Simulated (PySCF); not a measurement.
# SnF₂⁺: from structure and modes to constants

These are results of UPBE0/[Sn def2-TZVP with ECP28, F def2-TZVP], scalar-relativistic core potentials, density fitting, no spin–orbit coupling, PySCF, not measurements.

The doublet minimum has C2v symmetry. Masses (u): Sn 119.90220, F 18.99840.

```xyz
3
charge 1 multiplicity 2, angstrom
Sn    0.0000    0.0000   -0.2383
F     1.5998    0.0000    0.7372
F    -1.5998    0.0000    0.7372
```

Harmonic wavenumbers (cm⁻¹): 134.2 (a1, ×1), 632.6 (a1, ×1), 660.5 (b2, ×1).

Question: What is the harmonic zero-point energy?

Answer: Half the sum of all 3 wavenumbers, 1427/2 = 714 cm⁻¹, which is 8.5 kJ/mol (1 cm⁻¹ = 0.0119627 kJ/mol).

Question: Find the vibrational entropy and heat capacity at 298.15 K.

Answer: With u = 1.43878 ω/T, each mode gives S = R[u/(eᵘ−1) − ln(1−e⁻ᵘ)] and C = R u² eᵘ/(eᵘ−1)².
| ω (cm⁻¹) | u | S (J/(mol K)) | C (J/(mol K)) |
| --- | --- | --- | --- |
| 134.2 | 0.647 | 12.07 | 8.03 |
| 632.6 | 3.053 | 1.66 | 4.03 |
| 660.5 | 3.187 | 1.49 | 3.79 |
The sums over all modes are S = 15.2 and C = 15.9 J/(mol K); the softest mode gives 79 % of the entropy.

This need not be the most stable arrangement of these atoms. Spin–orbit coupling, left out here, can matter for elements this heavy.
